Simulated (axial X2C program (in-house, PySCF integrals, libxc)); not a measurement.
# Curves of FNdF from open-shell CI on f4 s0 d(πδ)0

Computed with an in-house all-electron X2C program for linear molecules (integrals from PySCF): two-component X2C with atomic mean-field Coulomb and Gaunt terms, basis F dyall-av3z, Nd dyall-v3z (cores contracted in-house). Orbitals come from Hartree–Fock averaged over the configuration Nd f4 s0 d(πδ)0; CI then distributes these electrons over the f, s, d(πδ) shells of Nd.

Scan along the symmetric stretch (R is each bond); masses F 18.998 u, Nd 141.908 u, F 18.998 u. Energies in cm⁻¹ from the lowest point; levels are followed by energy order within each Ω. Lowest level at 2.241 Å: 100% f4.

```tsv
R (Å)	(1)Ω=0	(1)Ω=1	(1)Ω=2	(1)Ω=3	(1)Ω=4	(2)Ω=0	(2)Ω=2
2.084	3333	3477	3749	3691	4278	4674	4592
2.163	731	857	1101	1143	1709	2022	1996
2.241	0	112	333	433	978	1254	1265
2.331	781	878	1078	1216	1734	2002	2041
2.420	2740	2825	3005	3164	3652	3935	3990
2.521	5895	5968	6130	6297	6748	7069	7134
2.644	10533	10594	10736	10904	11310	11687	11757
```

(1) Fit the curves (1)Ω=0, (1)Ω=1, (1)Ω=2, (1)Ω=3, (1)Ω=4, (2)Ω=0, (2)Ω=2 near their minima.

The 7 lowest curves are shown; the next is (2)Ω=1, from 1268 cm⁻¹.

There is no dynamic correlation: spin–orbit spacings and, for f shells, spacings inside one term are the most reliable numbers, splittings between terms come out too wide, and energies between configurations are not reliable, so the lowest level need not be the ground state of the molecule. At most 4 roots were kept for each Ω > 0 (twice that for Ω = 0) within 2.2 eV of the lowest, so higher up levels can be missing between those listed; levels with Ω > 0 are doubly degenerate and listed once, Ω = 0 levels singly. States that fill the shells left empty in the average are placed too high. The molecule was held linear; bending was not examined.

Results:

(1) From the open-shell CI curves, Te from the lowest:

| level | Te (cm⁻¹) | Re (Å) | ωe (cm⁻¹) |
| --- | --- | --- | --- |
| (1)Ω=0 | 0 | 2.241 | 438.6 |
| (1)Ω=1 | 112 | 2.242 | 438.3 |
| (1)Ω=2 | 333 | 2.243 | 437.7 |
| (1)Ω=3 | 433 | 2.240 | 436.3 |
| (1)Ω=4 | 978 | 2.241 | 434.7 |
| (2)Ω=0 | 1253 | 2.243 | 438.2 |
| (2)Ω=2 | 1265 | 2.241 | 437.8 |

Without dynamic correlation distances can be off by several hundredths of an Å (long for ionic bonds, short for multiple bonds) and the wavenumbers are rough.
